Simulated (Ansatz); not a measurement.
Geometry optimisation, RKS PBE/def2-SVP in Ansatz 0.2.0.

Input file:

```yaml
crystal:
  periodic: [false, false, false]
  atoms:
    - { symbol: Ta, position_ang: [-0.074319, -0.093955, -0.058906] }
    - { symbol: O, position_ang: [1.918246, 0.048858, -0.095621] }
    - { symbol: H, position_ang: [2.438664, -0.387811, 0.604069] }
    - { symbol: O, position_ang: [0.107903, -0.49871, 1.860611] }
    - { symbol: H, position_ang: [-0.13282, -1.194898, 2.490321] }
    - { symbol: O, position_ang: [-0.157361, -0.343389, -1.955397] }
    - { symbol: H, position_ang: [-0.491961, -1.059893, -2.519616] }
    - { symbol: O, position_ang: [-0.944636, 1.589523, 0.063378] }
    - { symbol: H, position_ang: [-0.524498, 2.236773, 0.691856] }
    - { symbol: O, position_ang: [-1.34364, -1.597059, -0.079762] }
    - { symbol: H, position_ang: [-1.677591, -1.916061, 0.777467] }
    - { symbol: S, position_ang: [1.274969, 2.703228, 1.97504] }
    - { symbol: H, position_ang: [0.948367, 1.579861, 2.686067] }
    - { symbol: H, position_ang: [1.977577, 1.929733, 1.061292] }
basis:
  gaussian: { orbitals: def2-SVP }
hamiltonian:
  xc: pbe
relax:
  f_tol: 0.03
  max_steps: 50
```

Launched with:

```bash
$ ansatz run input.yaml --threads 4 --pin off --max-ram 5120MiB --backend cpu --events-out ev --progress --plain --runs-dir out
```

Problem. Where does it end, and by what steps?

Solution. The forces met the threshold. The force dipped under the threshold on the way, but the program's further checks kept it going. After 34 steps the energy has fallen by 0.194 eV; H14 moved furthest, 1.69 Å.

```tsv
step	energy less start (eV)	largest force component (eV/Å)	accepted
0	0.0000	0.668	yes
2	-0.0112	0.887	no
4	-0.0694	0.241	yes
6	-0.0851	0.549	yes
8	-0.1213	0.495	yes
10	-0.1421	0.187	yes
12	-0.1496	0.054	yes
14	-0.1545	0.064	yes
16	-0.1567	0.340	yes
18	-0.1473	0.307	no
20	-0.1728	0.463	yes
22	-0.1792	0.171	yes
24	-0.1897	0.071	yes
26	-0.1919	0.062	yes
28	-0.1928	0.031	yes
30	-0.1934	0.047	yes
32	-0.1940	0.049	yes
34	-0.1943	0.022	yes
```

```xyz
14
Properties=species:S:1:pos:R:3
Ta 0.021 -0.274 -0.296
O 1.799 -0.989 -0.622
H 2.470 -0.932 0.081
O 0.499 -0.220 1.667
H 0.626 -0.944 2.303
O -0.486 -0.577 -2.104
H -0.825 -1.176 -2.786
O -0.166 1.611 -0.239
H -0.087 2.217 0.549
O -1.447 -1.442 0.251
H -1.686 -1.494 1.193
S 0.391 2.800 2.658
H 0.508 1.421 2.502
H 1.702 2.994 2.344
```

Whether the end is a true minimum wasn't checked by a vibrational analysis.

Time of the run: 88 s on 4 threads of Arm Neoverse V2, on a shared host, peak memory 0.23 GiB.
